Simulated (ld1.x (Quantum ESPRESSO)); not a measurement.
An all-electron radial function and its pseudo partner (Tb (Z = 65))

Columns: radius, all-electron u(r) and pseudo u(r) of the 6s shell (level -9.01 eV) of terbium in the configuration [Kr] 4d10 4f9 5s2 5p6 5d0 6s1 6p0; LDA (PZ), scalar-relativistic, PAW scheme, ld1.x (Quantum ESPRESSO) 7.5.

```
r (bohr)  all-electron   pseudo
   0.165        0.1181   0.1457
   0.330       -0.1074   0.2722
   0.495       -0.1477   0.3639
   0.660        0.0429   0.4111
   0.825        0.2149   0.4118
   0.990        0.2866   0.3698
   1.155        0.2671   0.2935
   1.320        0.1881   0.1930
   1.485        0.0784   0.0783
   1.650       -0.0412  -0.0413
   1.815       -0.1575  -0.1575
   1.980       -0.2631  -0.2631
   2.145       -0.3543  -0.3543
   2.310       -0.4295  -0.4295
   2.475       -0.4892  -0.4892
   2.640       -0.5342  -0.5342
   2.805       -0.5660  -0.5660
   2.970       -0.5863  -0.5863
   3.135       -0.5964  -0.5964
   3.300       -0.5981  -0.5981
   3.465       -0.5927  -0.5927
   3.630       -0.5815  -0.5815
   3.795       -0.5656  -0.5656
   3.960       -0.5461  -0.5461
   4.125       -0.5238  -0.5238
   4.290       -0.4995  -0.4995
```

Task: How many radial nodes do the two functions have?

Result: The all-electron 6s function has n − l − 1 = 5 (the table is too coarse to show those close to the nucleus); the pseudo-wave has 1, since 1 lower shell of the same l stays in the valence.

Task: At about which radius was the pseudo-wave matched?

Result: 1.80 bohr. The columns agree to 0.0005 from 1.49 bohr on; several derivatives are matched, so the curves merge somewhat inside the radius.

Task: Is the pseudo-wave norm-conserving?

Result: No, it belongs to a PAW set: the norm inside the radius is not constrained, and the difference is carried by the augmentation charge.
